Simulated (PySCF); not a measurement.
## `FC[Si](F)(F)F`, CH2F4Si

Geometry:
| atom | x (Å) | y (Å) | z (Å) |
| --- | --- | --- | --- |
| F1 | -1.792 | -0.148 | -1.268 |
| C2 | -1.286 | -0.266 | 0.002 |
| Si3 | 0.576 | -0.146 | -0.010 |
| F4 | 1.250 | -1.268 | -0.928 |
| F5 | 1.089 | 1.276 | -0.532 |
| F6 | 1.103 | -0.346 | 1.490 |
| H7 | -1.592 | -1.233 | 0.440 |
| H8 | -1.706 | 0.526 | 0.648 |

Level of theory: PySCF, GIAO KT3/aug-pcSseg-1 magnetisability, rotational g tensor and spin-rotation constants, non-relativistic, gas phase. Geometry: PBE0-D3(BJ)/def2-SVP.

Task: Give the nuclear spin-rotation constants along the inertial axes (H = +C I·J) beside the isotropic shieldings.

Result: Rotational constants 3.7606, 2.0211, 1.9831 GHz. A star marks the isotopologue with that one atom substituted, in its own axes.
```tsv
atom	isotope	Caa (kHz)	Cbb (kHz)	Ccc (kHz)	mean (kHz)	σ (ppm)
F1	19F	0.682	0.456	-0.468	0.224	462.8
F4	19F	4.068	1.742	1.368	2.393	319.4
F5	19F	4.031	1.778	1.364	2.391	319.0
F6	19F	2.652	1.915	1.900	2.155	320.7
H7	1H	-0.365	-0.101	0.013	-0.151	26.6
H8	1H	-0.364	-0.110	0.022	-0.151	26.6
C2	13C*	0.736	0.421	0.538	0.565	112.6
Si3	29Si*	-2.005	-1.137	-1.030	-1.391	429.1
```
For the geometry as given, no vibrational averaging.

Task: How do the rotational constants and the g tensor change when H7, H8 are replaced by deuterium?

Result: Constants 3.6043, 1.9769, 1.9210 GHz; g -0.0289, -0.0191, -0.0214, against -0.0292, -0.0200, -0.0220 before.
